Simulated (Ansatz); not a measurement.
`N#[C][GeH]([F])[Cl]` + silanol → `[F][GeH]([Cl])[O][SiH3]` + `C#N` at 600 K and 1 bar (ligand exchange at a Ge–C bond).

Gas-phase electronic energies from Ansatz, PBE0-D4/def2-TZVP geometries. CCSD(T)/CBS is the MP2 limit (def2-TZVPP, def2-QZVPP) plus CCSD(T) − MP2 in def2-TZVPP, frozen cores. This one scheme is used for every species. For Ge outer-core shells are correlated without core-valence functions, which leaves a few kJ/mol of doubt a bond. Scalar relativity is left out up to krypton. One conformer a species, not always the lowest.

| species | CCSD(T)/CBS energy (Eh) | H − E (kJ/mol) | S (J/(mol·K)) |
| --- | --- | --- | --- |
| `N#[C][GeH]([F])[Cl]` | -2729.09452 | 102.9 | 413.1 |
| `O[SiH3]` | -366.69042 | 135.7 | 307.9 |
| `[F][GeH]([Cl])[O][SiH3]` | -3002.48481 | 174.8 | 492.3 |
| `C#N` | -93.32098 | 64.3 | 228.4 |

H − E and S are ideal-gas, rigid-rotor, harmonic terms from PBE0-D4/def2-TZVP, for one conformer and one mirror image of each species. 1 Eh = 2625.50 kJ/mol, R = 8.31446 J/(mol·K).

**Question.** By hand: ΔE, ΔH, ΔS and ΔG.

**Answer.** ΔE = (-3002.48481) + (-93.32098) − (-2729.09452) − (-366.69042) = -0.02085 Eh = -54.7 kJ/mol. Δ(H − E) = 174.8 + 64.3 − 102.9 − 135.7 = 0.5, so ΔH = -54.2 kJ/mol. ΔS = 492.3 + 228.4 − 413.1 − 307.9 = -0.3 J/(mol·K). ΔG = -54.2 − 600 × (-0.3)/1000 = -54.0 kJ/mol.

**Question.** By hand: the equilibrium constant, and the temperature at which ΔG would vanish if ΔH and ΔS stayed fixed.

**Answer.** log₁₀ K = −ΔG/(RT ln 10) = 4.7. ΔG = 0 at ΔH/ΔS = 180667 K, far beyond where these terms or the molecules hold.

The number of gas molecules stays the same, so ΔS is small and ΔH decides. A doubt of 5 kJ/mol in ΔE shifts log₁₀ K by 0.4 here. Other conformers and mirror images would add mixing entropy, several J/(mol·K) or more a flexible species. Modes under 60 cm⁻¹, often nearly free rotors, make the harmonic entropy too high. These are equilibria of isolated gas molecules and say nothing of rates. Largest T1 diagnostic: 0.014 (customary marks: 0.02 for closed shells, 0.045 for open ones).
